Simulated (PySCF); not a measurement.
Record of a relaxation.

Compound: C₇H₈ClF₃.
SMILES with atom numbers: `[F:1][C:2]([F:3])([F:4])[C:5]1=[C:6]([Cl:7])[CH2:8][CH2:9][CH2:10][CH2:11]1` (hydrogens: H12, H13 on C8; H14, H15 on C9; H16, H17 on C10; H18, H19 on C11)

Computed by this run: PBE0-D3(BJ)/def2-SVP geometry optimisation, gas phase in PySCF 2.14.0; density fitting, grid level 1; the optimiser is geomeTRIC in internal coordinates, started from a GFN2-xTB structure. The frame can shift and turn from step to step; on so coarse a grid that alone can change the energy by a few meV, and forces under 0.02 eV/Å are noise.

Step 0: E = -28027.6099 eV, largest atomic force 1.056 eV/Å
```
atom  x, y, z in Å  |  force x, y, z in eV/Å
F1      2.818    0.921   -1.284   -0.284  -0.154   0.171
C2      2.419    0.032   -0.358    1.022   0.247  -0.103
F3      2.838   -1.165   -0.798   -0.353   0.015   0.072
F4      3.139    0.290    0.748   -0.353  -0.070  -0.138
C5      0.934    0.062   -0.114    0.570  -0.548  -0.243
C6      0.322    1.183    0.271   -0.212   0.313   0.120
Cl7     1.204    2.639    0.567   -0.050   0.183   0.079
C8     -1.151    1.287    0.501    0.014  -0.414  -0.371
C9     -1.895    0.104   -0.113    0.413  -0.071   0.570
C10    -1.196   -1.194    0.270    0.185   0.336  -0.601
C11     0.200   -1.232   -0.341   -0.382   0.389   0.443
H12    -1.510    2.228    0.081   -0.073   0.340  -0.059
H13    -1.327    1.327    1.579   -0.077   0.118   0.350
H14    -1.904    0.202   -1.200   -0.078   0.053  -0.405
H15    -2.927    0.100    0.237   -0.357   0.047   0.031
H16    -1.768   -2.054   -0.080   -0.189  -0.314  -0.023
H17    -1.120   -1.256    1.357   -0.009  -0.091   0.402
H18     0.137   -1.412   -1.419    0.027  -0.157  -0.320
H19     0.778   -2.052    0.089    0.190  -0.224   0.026
```

Step 1: E = -28027.6456 eV, largest atomic force 0.602 eV/Å
```
atom  x, y, z in Å  |  force x, y, z in eV/Å
F1      3.035    0.915   -0.890    0.108   0.081  -0.068
C2      2.468   -0.069   -0.208   -0.432  -0.342   0.242
F3      2.790   -1.221   -0.818    0.154   0.078  -0.088
F4      3.024   -0.110    1.009    0.151   0.086  -0.042
C5      0.964    0.044   -0.100   -0.006   0.126  -0.041
C6      0.356    1.176    0.292   -0.009   0.012  -0.043
Cl7     1.235    2.606    0.725    0.032   0.006   0.019
C8     -1.127    1.330    0.435   -0.027   0.045   0.082
C9     -1.896    0.180   -0.194   -0.061  -0.021  -0.078
C10    -1.242   -1.144    0.163    0.003  -0.037   0.086
C11     0.172   -1.206   -0.388    0.079  -0.066  -0.022
H12    -1.425    2.299    0.003    0.029  -0.026   0.007
H13    -1.349    1.404    1.517   -0.008   0.023  -0.051
H14    -1.903    0.297   -1.293   -0.011   0.008   0.051
H15    -2.947    0.209    0.135    0.032   0.008  -0.011
H16    -1.829   -1.995   -0.215    0.008   0.022  -0.005
H17    -1.206   -1.245    1.263   -0.025  -0.013  -0.058
H18     0.154   -1.379   -1.481    0.020   0.001   0.042
H19     0.713   -2.067    0.036   -0.038   0.010  -0.023
```

Step 2: E = -28027.6503 eV, largest atomic force 0.239 eV/Å
```
atom  x, y, z in Å  |  force x, y, z in eV/Å
F1      3.011    0.928   -0.889    0.038   0.190  -0.139
C2      2.465   -0.068   -0.203    0.026  -0.102   0.045
F3      2.820   -1.199   -0.831   -0.112  -0.041   0.064
F4      3.052   -0.089    1.000   -0.052  -0.053   0.007
C5      0.961    0.036   -0.090    0.070  -0.043   0.019
C6      0.355    1.169    0.300    0.021   0.024   0.006
Cl7     1.248    2.590    0.740   -0.045   0.023   0.024
C8     -1.128    1.330    0.435    0.012  -0.011   0.024
C9     -1.897    0.181   -0.201    0.010  -0.012  -0.018
C10    -1.250   -1.147    0.161    0.007   0.010   0.012
C11     0.170   -1.216   -0.379    0.027   0.015  -0.021
H12    -1.416    2.300   -0.002    0.006   0.000  -0.013
H13    -1.360    1.410    1.513   -0.005   0.011  -0.009
H14    -1.896    0.300   -1.298   -0.006   0.004   0.004
H15    -2.949    0.215    0.119    0.004  -0.003   0.006
H16    -1.837   -1.994   -0.224   -0.004   0.007  -0.014
H17    -1.226   -1.252    1.260   -0.009  -0.010  -0.008
H18     0.161   -1.389   -1.470    0.006  -0.008   0.000
H19     0.703   -2.080    0.047    0.006  -0.002   0.010
```

Step 3: E = -28027.6521 eV, largest atomic force 0.091 eV/Å
```
atom  x, y, z in Å  |  force x, y, z in eV/Å
F1      3.011    0.915   -0.907   -0.003   0.087  -0.024
C2      2.464   -0.076   -0.205    0.070   0.020   0.012
F3      2.796   -1.215   -0.831   -0.038   0.001   0.045
F4      3.066   -0.098    0.990   -0.044  -0.013  -0.024
C5      0.964    0.042   -0.079   -0.003  -0.026   0.030
C6      0.355    1.175    0.310    0.015  -0.015   0.015
Cl7     1.228    2.604    0.765    0.043  -0.046  -0.025
C8     -1.130    1.331    0.436   -0.003  -0.034  -0.003
C9     -1.893    0.181   -0.206    0.016   0.003   0.012
C10    -1.247   -1.146    0.159    0.007   0.015  -0.020
C11     0.177   -1.210   -0.372   -0.044   0.015  -0.012
H12    -1.416    2.299   -0.004   -0.001   0.006  -0.015
H13    -1.370    1.412    1.512   -0.005   0.006   0.008
H14    -1.885    0.302   -1.302   -0.003   0.000  -0.013
H15    -2.948    0.213    0.107   -0.008  -0.001   0.009
H16    -1.830   -1.993   -0.234   -0.003  -0.002  -0.013
H17    -1.233   -1.255    1.257   -0.004  -0.006   0.011
H18     0.174   -1.383   -1.463    0.004  -0.013  -0.010
H19     0.709   -2.074    0.056    0.005   0.003   0.016
```

Step 4: E = -28027.6532 eV, largest atomic force 0.098 eV/Å
```
atom  x, y, z in Å  |  force x, y, z in eV/Å
F1      2.998    0.930   -0.907    0.016  -0.090   0.035
C2      2.462   -0.068   -0.203   -0.019  -0.026   0.012
F3      2.794   -1.210   -0.823    0.058   0.043  -0.022
F4      3.061   -0.089    0.994    0.024   0.034  -0.041
C5      0.963    0.037   -0.075   -0.034   0.009   0.000
C6      0.357    1.170    0.314   -0.020   0.003   0.017
Cl7     1.243    2.590    0.766   -0.016   0.005   0.005
C8     -1.128    1.330    0.437    0.007  -0.007   0.004
C9     -1.891    0.182   -0.208    0.013   0.005   0.010
C10    -1.250   -1.148    0.155    0.003   0.010  -0.011
C11     0.176   -1.215   -0.370   -0.019   0.019  -0.011
H12    -1.409    2.299   -0.006   -0.001   0.003  -0.007
H13    -1.371    1.414    1.511   -0.008   0.003   0.004
H14    -1.881    0.305   -1.305   -0.004   0.001  -0.007
H15    -2.946    0.216    0.103   -0.002  -0.002   0.006
H16    -1.834   -1.992   -0.243   -0.001   0.001  -0.009
H17    -1.240   -1.259    1.253   -0.002  -0.006   0.005
H18     0.177   -1.389   -1.462    0.004  -0.008  -0.002
H19     0.706   -2.079    0.060    0.000   0.005   0.013
```

Step 5: E = -28027.6539 eV, largest atomic force under 0.02 eV/Å
```
atom  x, y, z in Å  |  force x, y, z in eV/Å
F1      3.000    0.926   -0.909   -0.009  -0.015   0.004
C2      2.464   -0.069   -0.202    0.015  -0.006   0.003
F3      2.801   -1.209   -0.821   -0.001   0.001  -0.004
F4      3.066   -0.084    0.992    0.000   0.012  -0.001
C5      0.963    0.036   -0.073   -0.005  -0.001  -0.006
C6      0.356    1.169    0.317   -0.002   0.000   0.013
Cl7     1.240    2.590    0.770   -0.003   0.003   0.002
C8     -1.129    1.329    0.438    0.003   0.000   0.004
C9     -1.892    0.182   -0.210    0.002   0.003   0.001
C10    -1.251   -1.148    0.152    0.001   0.002  -0.002
C11     0.175   -1.215   -0.370    0.000   0.009  -0.015
H12    -1.409    2.298   -0.006    0.003   0.000  -0.002
H13    -1.374    1.413    1.512   -0.004   0.002  -0.001
H14    -1.880    0.307   -1.306   -0.004   0.001  -0.001
H15    -2.947    0.216    0.101    0.001  -0.001   0.003
H16    -1.835   -1.990   -0.248    0.001   0.002  -0.006
H17    -1.244   -1.261    1.251   -0.003  -0.006  -0.001
H18     0.178   -1.389   -1.462    0.005  -0.007   0.002
H19     0.704   -2.079    0.062    0.000   0.002   0.008
```

Step 6: E = -28027.6541 eV, largest atomic force 0.020 eV/Å
```
atom  x, y, z in Å  |  force x, y, z in eV/Å
F1      2.997    0.923   -0.914   -0.006   0.005  -0.005
C2      2.464   -0.069   -0.200    0.011   0.015  -0.008
F3      2.802   -1.211   -0.815   -0.005  -0.010   0.012
F4      3.070   -0.074    0.993   -0.003  -0.004   0.003
C5      0.964    0.035   -0.070   -0.002  -0.002  -0.004
C6      0.356    1.167    0.322    0.001  -0.006   0.012
Cl7     1.240    2.588    0.778    0.003   0.000   0.000
C8     -1.129    1.329    0.439    0.000   0.001  -0.001
C9     -1.891    0.184   -0.212    0.001   0.001   0.000
C10    -1.253   -1.148    0.148   -0.001   0.001   0.000
C11     0.176   -1.215   -0.369    0.001   0.006  -0.010
H12    -1.407    2.298   -0.004    0.002  -0.001   0.001
H13    -1.378    1.412    1.513   -0.001   0.000  -0.001
H14    -1.878    0.311   -1.308   -0.003   0.001   0.001
H15    -2.947    0.217    0.096    0.001  -0.001   0.002
H16    -1.835   -1.989   -0.258    0.000   0.002  -0.004
H17    -1.250   -1.265    1.245   -0.002  -0.005  -0.002
H18     0.184   -1.390   -1.461    0.003  -0.005   0.002
H19     0.703   -2.079    0.066    0.000   0.001   0.004
```

Problem. Summarise the path.

Solution. The energy falls by 0.0442 eV from step 0 to step 6; nine tenths of that is first reached at step 2. It falls at every step. The largest force goes from 1.056 to 0.020 eV/Å. Among the bonds C10–H17 changes most (a near tie, within 0.001 Å, with another), from 1.091 to 1.104 Å; the atoms move by 0.083 Å rms after alignment.

Problem. Follow the three bonds and two angles with the largest change from start to end.

Solution. 
```csv
step,E above end (eV),largest force (eV/Å),C10–H17 (Å),C9–H14 (Å),F1–C2 (Å),F3–C2–C5 (°),H18–C11–H19 (°)
0,0.0442,1.056,1.091,1.091,1.344,112.3,107.1
1,0.0086,0.602,1.106,1.105,1.325,109.6,105.4
2,0.0039,0.239,1.104,1.104,1.327,110.9,105.2
3,0.0020,0.091,1.104,1.103,1.331,110.5,105.2
4,0.0010,0.098,1.104,1.103,1.334,110.1,105.2
5,0.0002,under 0.02,1.104,1.104,1.333,110.4,105.2
6,0.0000,0.020,1.104,1.104,1.333,110.4,105.2
```

The cost below is that of the whole optimisation. On Intel Xeon Platinum 8175M at 2.50 GHz, one thread (shared host), this took 5.0 min wall and 0.89 GiB of memory at its peak.
